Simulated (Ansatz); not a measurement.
```yaml
crystal:
  periodic: [false, false, false]
  atoms:
    - {symbol: C, position_ang: [-0.858912, -2.900368, 1.835860]}
    - {symbol: C, position_ang: [-0.227840, -1.891467, 0.891244]}
    - {symbol: C, position_ang: [-0.059082, -0.524223, 1.536432]}
    - {symbol: C, position_ang: [0.636946, 0.525187, 0.676302]}
    - {symbol: O, position_ang: [1.991566, 0.180542, 0.425086]}
    - {symbol: C, position_ang: [-0.103442, 0.841031, -0.615142]}
    - {symbol: C, position_ang: [0.461698, 2.041591, -1.355176]}
    - {symbol: C, position_ang: [-0.243810, 2.307754, -2.673109]}
    - {symbol: H, position_ang: [-1.850009, -2.568725, 2.157904]}
    - {symbol: H, position_ang: [-0.248947, -3.032174, 2.733687]}
    - {symbol: H, position_ang: [-0.972856, -3.878508, 1.363142]}
    - {symbol: H, position_ang: [0.748806, -2.272900, 0.569108]}
    - {symbol: H, position_ang: [-0.840946, -1.807947, -0.011884]}
    - {symbol: H, position_ang: [0.518373, -0.633684, 2.460775]}
    - {symbol: H, position_ang: [-1.043686, -0.138473, 1.826814]}
    - {symbol: H, position_ang: [0.702597, 1.446746, 1.265664]}
    - {symbol: H, position_ang: [1.999133, -0.598961, -0.137617]}
    - {symbol: H, position_ang: [-1.162437, 1.011695, -0.385704]}
    - {symbol: H, position_ang: [-0.074212, -0.038502, -1.272152]}
    - {symbol: H, position_ang: [0.386124, 2.925155, -0.710763]}
    - {symbol: H, position_ang: [1.530352, 1.882490, -1.525739]}
    - {symbol: H, position_ang: [0.174738, 3.178058, -3.183710]}
    - {symbol: H, position_ang: [-0.152821, 1.452331, -3.348949]}
    - {symbol: H, position_ang: [-1.311334, 2.493342, -2.522082]}
basis:
  gaussian: {orbitals: x2c-TZVPPall}
hamiltonian: {xc: {name: PBE-QIDH}}
output: {forces: true}
```

```sh
$ ansatz run in.yaml --threads 4 --pin off --events-out ev --progress --plain --max-ram 66560MiB --backend cuda --devices 0, --max-vram 37GiB
```

It prints (some lines left out):

```
Functional definition: PBE-QIDH
2751 factors; integrals over basis functions are off by at most 1.0e-3 eV
mean field evaluation 1: about -9539.1598 eV, gradient 6.1e1 eV
mean field evaluation 2: about -9539.4191 eV, gradient 6.1e1 eV
mean field evaluation 4: about -9547.9699 eV, gradient 4.8e0 eV
mean field evaluation 8: about -9548.0287 eV, gradient 4.2e-1 eV
mean field evaluation 16: about -9548.0291 eV, gradient 9.3e-5 eV
mean field -9548.02908165 eV, -350.8835968642 hartree, gradient 9.8e-6 eV, S^2 0.000000; 0 other end points of the search recorded, 0 dependent functions left out
8 core orbitals not correlated: weight in the atoms' cores, before any rotation towards them, 1.000 or more for the frozen orbitals, at most 0.000 for the correlated occupied ones
reference -9548.02909943 eV, -350.8835975173 hartree; 25, 25 occupied and 439, 439 virtual orbitals, 2751 factors
second order -44.99407067 eV of doubles, -0.00000000 eV of singles
Total energy: -9563.02712298 eV, -351.4347647171 hartree
Relativity: scalar
Atom 0 at    -0.858912    -2.900368     1.835860 Å, force    -0.045677    -0.046744     0.083596 eV/Å
Atom 1 at    -0.227840    -1.891467     0.891244 Å, force     0.052749    -0.011881    -0.133430 eV/Å
Atom 2 at    -0.059082    -0.524223     1.536432 Å, force    -0.022471     0.015552     0.087139 eV/Å
Atom 3 at     0.636946     0.525187     0.676302 Å, force     0.040655     0.077024     0.033598 eV/Å
Atom 4 at     1.991566     0.180542     0.425086 Å, force    -0.185039    -0.248304    -0.178687 eV/Å
Atom 5 at    -0.103442     0.841031    -0.615142 Å, force    -0.079363    -0.087492    -0.035520 eV/Å
Atom 6 at     0.461698     2.041591    -1.355176 Å, force     0.112279     0.060998     0.069214 eV/Å
Atom 7 at    -0.243810     2.307754    -2.673109 Å, force    -0.061814    -0.000582    -0.086731 eV/Å
Atom 8 at    -1.850009    -2.568725     2.157904 Å, force     0.175724    -0.047003    -0.063962 eV/Å
Atom 9 at    -0.248947    -3.032174     2.733687 Å, force    -0.097663     0.032869    -0.163936 eV/Å
Atom 10 at    -0.972856    -3.878508     1.363142 Å, force     0.024432     0.176829     0.074386 eV/Å
Atom 11 at     0.748806    -2.272900     0.569108 Å, force    -0.164318     0.072545     0.066958 eV/Å
Atom 12 at    -0.840946    -1.807947    -0.011884 Å, force     0.096379    -0.006921     0.162884 eV/Å
Atom 13 at     0.518373    -0.633684     2.460775 Å, force    -0.085517     0.009961    -0.162942 eV/Å
Atom 14 at    -1.043686    -0.138473     1.826814 Å, force     0.159898    -0.061190    -0.063189 eV/Å
Atom 15 at     0.702597     1.446746     1.265664 Å, force    -0.010271    -0.170492    -0.112198 eV/Å
Atom 16 at     1.999133    -0.598961    -0.137617 Å, force    -0.024448     0.289922     0.212696 eV/Å
Atom 17 at    -1.162437     1.011695    -0.385704 Å, force     0.177619    -0.017857    -0.024991 eV/Å
Atom 18 at    -0.074212    -0.038502    -1.272152 Å, force     0.012714     0.145466     0.106502 eV/Å
Atom 19 at     0.386124     2.925155    -0.710763 Å, force    -0.000360    -0.157850    -0.111517 eV/Å
Atom 20 at     1.530352     1.882490    -1.525739 Å, force    -0.191599     0.017208     0.022708 eV/Å
Atom 21 at     0.174738     3.178058    -3.183710 Å, force    -0.067770    -0.151886     0.097966 eV/Å
Atom 22 at    -0.152821     1.452331    -3.348949 Å, force    -0.007999     0.144846     0.131167 eV/Å
Atom 23 at    -1.311334     2.493342    -2.522082 Å, force     0.191859    -0.035018    -0.011710 eV/Å
Dipole moment:    -0.269852    -0.158612    -0.098664 e Å
```

It took 9.5 s on 4 threads of an AMD EPYC 7R13 on a shared host and a share of an NVIDIA H100 80 GB, with 3.1 GiB of host memory at the peak.
